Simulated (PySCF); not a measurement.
PySCF run on S2Ti

The script input.py:

```python
from pyscf import gto, dft

mol = gto.M(
    atom='Ti -0.0843 -0.6419 0; S 0.0632 0.4813 1.7268; S 0.0632 0.4813 -1.7268',
    basis='sbkjc',
    ecp={'Ti': 'sbkjc', 'S': 'sbkjc'},
    charge=0,
    spin=0,
    verbose=4,
)
mf = dft.RKS(mol, xc='r2scan')
field = 0.001  # electric field along z, atomic units
h = mf.get_hcore() + field*mol.intor('int1e_r')[2]
mf.get_hcore = lambda *args: h
e_nuc = mol.energy_nuc() - field*mol.atom_charges() @ mol.atom_coords()[:, 2]
mf.energy_nuc = lambda *args: e_nuc
mf.kernel()
mf.dip_moment()
print('orbital energies (hartree):', mf.mo_energy[..., max(0, mol.nelec[1]-3):mol.nelec[0]+3].round(4))
```

```bash
$ OMP_NUM_THREADS=1 python input.py
```

The log (some set-up lines and the per-cycle HOMO/LUMO lines with their warnings removed):

```
PySCF version 2.14.0

[INPUT] Symbol           X                Y                Z      unit          X                Y                Z       unit  Magmom
[INPUT]  1 Ti    -0.084300000000  -0.641900000000   0.000000000000 AA   -0.159303912301  -1.213015199358   0.000000000000 Bohr   0.0
[INPUT]  2 S      0.063200000000   0.481300000000   1.726800000000 AA    0.119430691073   0.909525183753   3.263179071899 Bohr   0.0
[INPUT]  3 S      0.063200000000   0.481300000000  -1.726800000000 AA    0.119430691073   0.909525183753  -3.263179071899 Bohr   0.0

nuclear repulsion = 42.4134548981896
number of shells = 19
number of NR pGTOs = 94
number of NR cGTOs = 47
basis = sbkjc
ecp = {'Ti': 'sbkjc', 'S': 'sbkjc'}

******** <class 'pyscf.dft.rks.RKS'> ********
method = RKS
initial guess = minao
damping factor = 0
level_shift factor = 0
DIIS = <class 'pyscf.scf.diis.CDIIS'>
SCF conv_tol = 1e-09
SCF max_cycles = 50
XC functionals = r2scan

grids dens level: 3
Initial guess from minao.
tot grids = 58664
init E= -76.4476305760427
cycle= 1 E= -76.5478533084512  delta_E= -0.1  |g|= 2.65  |ddm|= 4.57
cycle= 2 E= -49.1938392225904  delta_E= 27.4  |g|= 9.33  |ddm|= 12.8
cycle= 3 E= -77.0153604706272  delta_E= -27.8  |g|= 2.86  |ddm|= 11.3
cycle= 4 E= -78.3611347610736  delta_E= -1.35  |g|= 0.148  |ddm|=  1.4
cycle= 5 E= -78.2679489821325  delta_E= 0.0932  |g|= 0.665  |ddm|= 0.673
cycle= 6 E= -78.3667695276203  delta_E= -0.0988  |g|= 0.101  |ddm|= 0.513
cycle= 7 E= -78.3679655716983  delta_E= -0.0012  |g|= 0.079  |ddm|= 0.149
cycle= 8 E= -78.3699758159305  delta_E= -0.00201  |g|= 0.00207  |ddm|= 0.0761
cycle= 9 E= -78.3699764571031  delta_E= -6.41e-07  |g|= 0.00188  |ddm|= 0.00412
cycle= 10 E= -78.3699773045339  delta_E= -8.47e-07  |g|= 0.0003  |ddm|= 0.00162
cycle= 11 E= -78.3699773241815  delta_E= -1.96e-08  |g|= 5.77e-05  |ddm|= 0.000169
cycle= 12 E= -78.3699773249887  delta_E= -8.07e-10  |g|= 1.95e-06  |ddm|= 4.88e-05
Extra cycle  E= -78.3699773249454  delta_E= 4.33e-11  |g|= 1.37e-05  |ddm|= 1.21e-05
converged SCF energy = -78.3699773249454
Dipole moment(X, Y, Z, Debye): -0.78088, -5.94612,  0.28386
orbital energies (hartree): [-0.2635 -0.256  -0.2193 -0.1549 -0.1446 -0.1303]
```

In short: E(SCF) = -78.369977 Eh, 12 cycles, μ(SCF) = 6.00 D.

It ran on Arm Neoverse N1 (1 thread, shared host) in 5.9 s.
